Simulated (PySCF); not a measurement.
## Deuteron quadrupole couplings in `CO[C@@H]1C[C@]1(Cl)/C=C/F`

C₆H₈ClFO.
Structure used (GFN2-xTB), in Å, numbered top down from 1:
```xyz
17
C6H8ClFO angstrom
C      1.5311    0.1331    1.8238
O      1.6704    0.2368    0.4213
C      0.9787   -0.7371   -0.2730
C      0.6176   -0.4583   -1.6943
C     -0.4770   -0.4953   -0.6533
Cl    -1.5153   -1.9195   -0.6663
C     -1.1339    0.7513   -0.2528
C     -2.4170    0.8805    0.0399
F     -2.9214    2.0684    0.4085
H      0.4839    0.2360    2.1270
H      1.9151   -0.8268    2.1861
H      2.1178    0.9442    2.2485
H      1.2355   -1.7595    0.0011
H      0.8818    0.5106   -2.0884
H      0.6722   -1.2675   -2.4047
H     -0.4790    1.6095   -0.1944
H     -3.1674    0.1057    0.0199
```

Level: PBE0/pcSseg-1 (PySCF, non-relativistic); Q(2H) = 0.00286 b; rigid geometry, the same for H and D, with no vibrational averaging.

Question: Rank these positions by the coupling χzz of a deuteron there, largest first.
A. H11 (methyl hydrogen)
B. H17 (vinylic hydrogen)
C. H12 (methyl hydrogen)
D. H15 (methylene hydrogen)

Answer: D (222 kHz), B (214 kHz), C (206 kHz), A (196 kHz).

Q: Give the electric field gradient Vzz (the principal value of largest size), its asymmetry and the 2H coupling at each hydrogen.

A: 
```tsv
atom	bonded to	bond length (Å)	Vzz (au)	η	χzz (kHz)
H10	C1	1.095	0.2898	0.08	195
H11	C1	1.096	0.2919	0.09	196
H12	C1	1.087	0.3073	0.07	206
H13	C3	1.089	0.3025	0.12	203
H14	C4	1.079	0.3299	0.07	222
H15	C4	1.078	0.3306	0.06	222
H16	C7	1.081	0.3223	0.08	217
H17	C8	1.079	0.3186	0.11	214
```

Q: How does χzz go with the bond length over the 8 C–H bonds?

A: A straight-line fit has a slope of -14.5 kHz for each 0.01 Å, with a correlation coefficient of -0.98, over lengths from 1.078 to 1.096 Å. The longer bonds have the smaller couplings here.

Q: Give the 2H NMR doublet splittings at H13 for a magnetic field along the z, y and x axes of the gradient: 3χ/2, 3χ(1 + η)/4, 3χ(1 − η)/4.

A: With |χ| = 203.3 kHz and η = 0.124: 305, 171 and 134 kHz, to first order and without motion.

One conformer (not necessarily the lowest) at the GFN2-xTB geometry, without solvent, vibrations or thermal averaging. GFN2-xTB bond lengths can be off by several hundredths of an ångström, more for odd bonds, and the gradients follow them. With so small a basis the couplings can be 20 % off.
